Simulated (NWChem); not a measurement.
System: C$_{2}$H$_{3}$ClF$_{2}$; SMILES CC(F)(F)Cl

The following NWChem deck was run.

```
start job
memory heap 200 mb stack 900 mb global 1100 mb
geometry units angstroms
  C     -1.699223    -0.274754     0.172461
  C     -0.247937     0.121117     0.275946
  F      0.303965    -0.312887     1.425083
  F     -0.098227     1.459385     0.285835
  Cl     0.723803    -0.531087    -1.081712
  H     -1.781244    -1.357488     0.190553
  H     -2.114587     0.111398    -0.753674
  H     -2.238386     0.147099     1.019056
end
basis spherical
  * library def2-svp
end
dft
  xc xpbe96 cpbe96
  disp vdw 4
  iterations 150
end
driver
  maxiter 120
end
task dft optimize
task dft freq
```

The level has its own optimisation; frequencies are unscaled.

Question: What results follow from this input? (PBE-D3(BJ)/def2-SVP.) Quantities: r C–C (Å); r C–H (Å); r C–F (Å); r C–Cl (Å); highest harmonic frequency (cm⁻¹); lowest (cm⁻¹); zero-point energy (kcal/mol); dipole (D).

Answer: 
```yaml
r C–C (Å): 1.510
r C–H (Å): 1.106
r C–F (Å): 1.354
r C–Cl (Å): 1.812
highest harmonic frequency (cm⁻¹): 3124
lowest (cm⁻¹): 252
zero-point energy (kcal/mol): 30.9
dipole (D): 2.00
```
